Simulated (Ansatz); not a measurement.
C2H6FNSi (`FC1NC[SiH2]1`). The species carries charge 0 and has multiplicity 1.

Z-matrix (Å, degrees):
```
Si
C 1 1.898
N 1 2.289 2 39.7
C 1 1.910 2 74.9 3 -18.0
H 1 1.485 2 120.2 3 -132.2
H 1 1.485 2 114.2 3 93.2
H 2 1.091 1 118.8 3 -113.3
H 2 1.096 1 114.5 3 114.7
H 3 1.013 1 165.6 2 -76.3
F 4 1.419 1 110.6 2 -94.4
H 4 1.090 1 127.0 2 136.2
```

(1) Give the diagnostics of a CCSD(T)/def2-TZVPP run (frozen core, the Gaussian-basis code of Ansatz). (Best estimate.)

Results:

(1) Ansatz gave: T1 = 0.0123, largest single amplitude 0.014, largest double 0.015, (T) share of the correlation energy 3.7 %, 10 CCSD cycles. The RHF solution is stable towards an unrestricted one. T1 lies under the customary mark of 0.02 for closed shells.
